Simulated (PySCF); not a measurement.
UHF on Zr⁺ (zirconium, charge +1)

Configuration: [Kr] 4d2 5s1, high-spin 4F determinant. All numbers are calculated (PySCF 2.14, the spin-free X2C one-electron Hamiltonian (Gaussian nucleus), in x2c-TZVPall).

```json
{"Total energy": "-3595.992659 hartree", "One-electron energy": "-4955.7331 hartree", "Hartree (Coulomb) energy": "1472.6791 hartree", "Exchange energy": "-112.9387 hartree", "⟨S²⟩": "3.7545", "⟨L²⟩": "12.041", "Sum of ⟨r⟩": "27.82 bohr", "Sum of ⟨r²⟩": "45.41 bohr²", "Langevin diamagnetic susceptibility": "-36.0 ×10⁻⁶ cm³/mol", "Time after the integrals": "0.28 s of wall time on 1 thread of Intel(R) Xeon(R) 6975P-C (shared host)"}
```

```tsv
shell	electrons	mean orbital energy (hartree)	spread (hartree)	rms radius, mean of both spins (bohr)
1s α	1	-665.31243	0	0.0426
1s β	1	-665.31167	0	0.0426
2s α	1	-95.04032	0	0.176
2s β	1	-95.02825	0	0.176
2p α	3	-84.57616	0	0.157
2p β	3	-84.56608	0	0.157
3s α	1	-16.92883	0	0.488
3s β	1	-16.91970	0	0.488
3p α	3	-13.41546	0	0.496
3p β	3	-13.40798	0	0.496
3d α	5	-7.63993	0.02525	0.495
3d β	5	-7.62304	0.00553	0.495
4s α	1	-2.78586	0	1.30
4s β	1	-2.70250	0	1.30
4p α	3	-1.79102	0	1.47
4p β	3	-1.68222	0	1.47
4d α	2	-0.56688	0	2.29
5s α	1	-0.45710	0	3.74
```

Densities and radii are taken from the X2C orbitals without a picture-change correction, which distorts them close to the nucleus.
